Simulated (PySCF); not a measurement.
**Relaxation of singlet H₂MoO₂**

Method: PySCF, PBE0, basis Mo def2-TZVP with ECP28, O def2-TZVP, H def2-TZVP (scalar-relativistic core potentials, no spin–orbit coupling, density fitting). A (50,194) grid was used.

A hand-made square planar (ligand arrangement 2) start, of D2h symmetry, held to at least that symmetry:

```xyz
5
charge 0 multiplicity 1, angstrom
Mo    0.0000    0.0000    0.0000
O     0.0000    1.7800    0.0000
O     0.0000   -1.7800    0.0000
H     1.7000    0.0000    0.0000
H    -1.7000    0.0000    0.0000
```

**Question.** What forces act on the atoms at the start (eV/Å)?

**Answer.** 
```csv
atom,Fx,Fy,Fz
Mo1,0.00,0.00,0.00
O2,0.00,-0.13,0.00
O3,0.00,0.13,0.00
H4,0.72,0.00,0.00
H5,-0.72,0.00,0.00
```

**Question.** What does it relax to?

**Answer.** It ends at D2h with Mo–H 1.763 Å (×2), Mo–O 1.777 Å (×2); H–Mo–H 180.0°, H–Mo–O 90.0° (×4), O–Mo–O 180.0°. A frequency run shows 4 imaginary modes, down to 740i cm⁻¹, so it is a higher-order saddle point. Other isomers or separated fragments may lie lower.

**Question.** How much energy is released, and in how many steps?

**Answer.** 4.2 kJ/mol in 4 steps.

Stability towards spin polarisation was not tested.

The relaxation took roughly 70 core-seconds on a shared host.
